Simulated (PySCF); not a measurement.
Molecule: SMILES C1(F)=NC=CN=C1, C4H3FN2.

Atoms are numbered as in `[F:1][c:2]1[cH:3][n:4][cH:5][cH:6][n:7]1`. Hydrogens are named by the atom that carries them.

Geometry PBE0-D3(BJ)/def2-SVP throughout; GIAO in PySCF 2.14.0 with density-fitted response routines, gas phase, one conformer, non-relativistic; equivalent atoms averaged; basis pcSseg-2.

For orientation, B3LYP gives these shifts δ (against CFCl3, TMS, NH3 at the same level): F1 -85.3, C5 151.7, C6 151.8, C3 142.9, N4 402.5, N7 333.2, H(C5) 8.56, H(C3) 8.51, H(C6) 8.27 ppm.

A run gave: F1 -66.2, C5 157.2, C6 158.1, C3 149.4, N4 407.6, N7 335.2, H(C5) 8.72, H(C3) 8.65, H(C6) 8.44 ppm (shifts δ (against CFCl3, TMS, NH3 at the same level)).

Task: Which functional was used in that run?
A. B97-2
B. OPBE
C. mPW1PW91
D. LC-wPBE

Result: D. C3 tells them apart best: LC-wPBE gives 149.4, B97-2 gives 140.0, mPW1PW91 gives 143.1, OPBE gives 136.6 ppm.
